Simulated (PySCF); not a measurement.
# Potential energy of BeGa along the bond

Set-up: Be pcseg-1, Ga pcseg-1; no relativity (PySCF 2.14). Energies in eV from Be + Ga in their ground configurations at the same level. All curves are PBE0. state 1: ²Π (doublet), unpaired electrons π ↑; state 2: ²Σ⁺ (doublet), unpaired electrons σ ↑, a second solution, started from another occupation; state 3: quartet, unpaired electrons σ ↑, π ↑↑, a second solution, started from another occupation; state 4: ⁴Π (quartet), unpaired electrons σ ↑↑, π ↑, a second solution, started from another occupation.

```csv
R (Å),state 1,state 2,state 3,state 4
2.074,-0.3776,0.2111,0.3285,0.5587
2.171,-0.5550,-0.1092,0.3564,0.4491
2.267,-0.6517,-0.3254,0.4460,0.4209
2.340,-0.6853,-0.4354,0.5396,0.4378
2.412,-0.6942,-0.5109,0.6477,0.4783
2.484,-0.6845,-0.5586,0.7644,0.5359
2.581,-0.6515,-0.5889,0.9258,0.6304
2.701,-0.5906,-0.5883,1.1278,0.7651
2.846,-0.5054,-0.5517,1.3593,0.9355
3.039,-0.3927,-0.4735,1.6381,1.1584
```

Problem. Put a parabola through the three lowest points of the state 1 curve and estimate Re, k and ωe (reduced mass 7.97 u; 1 eV/Å² = 0.16022 mdyn/Å; ωe = 1302.8·√(k/μ) cm⁻¹).

Solution. Through R = 2.34, 2.412, 2.484 Å the second-order coefficient is 1.79 eV/Å², so Re ≈ 2.410 Å, k ≈ 0.575 mdyn/Å and ωe ≈ 350 cm⁻¹. A polynomial fit of higher order to the unrounded PBE0 energies gives Re = 2.407 Å, k = 0.576 mdyn/Å, ωe = 350 cm⁻¹; anharmonicity and rounding make the difference.

The higher-order fit for each curve: state 1: Re = 2.407 Å, ωe = 350 cm⁻¹, De = 0.69 eV; state 2: Re = 2.637 Å, ωe = 289 cm⁻¹, minimum 0.59 eV below the ground-state fragments; state 4: Re = 2.261 Å, ωe = 458 cm⁻¹, minimum 0.421 eV above the ground-state fragments. State 3 gave no clean fit.

Spin–orbit coupling is left out. The state was picked by a PBE0 search and need not be the measured ground state.
